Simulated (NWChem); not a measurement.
**Electron attachment to CuF**

```xyz
2

Cu     0.0000     0.0000    -0.4146
F      0.0000     0.0000     1.3359
```
Charge 0, spin multiplicity 1.

The numbers come from NWChem runs, not from measurements. Structure: optimised with B3LYP/def2-SVP, a minimum by its harmonic frequencies.

Basis set: def2-TZVPD. −ε marks an orbital energy of the parent. The basis adds only a small set of diffuse functions.

B3LYP has NWChem's definition, with VWN1-RPA local correlation. The structure started from a generated list of species.

**Question.** Order these methods by the vertical electron affinity they give, lowest first: −ε(LUMO) of HF, −ε(LUMO) of BHandHLYP, −ε(LUMO) of M06-2X, −ε(LUMO) of PBE, −ε(LUMO) of B3LYP.

**Answer.** −ε(LUMO) of HF (0.30 eV), −ε(LUMO) of BHandHLYP (2.28 eV), −ε(LUMO) of M06-2X (2.47 eV), −ε(LUMO) of B3LYP (3.50 eV), −ε(LUMO) of PBE (4.12 eV)
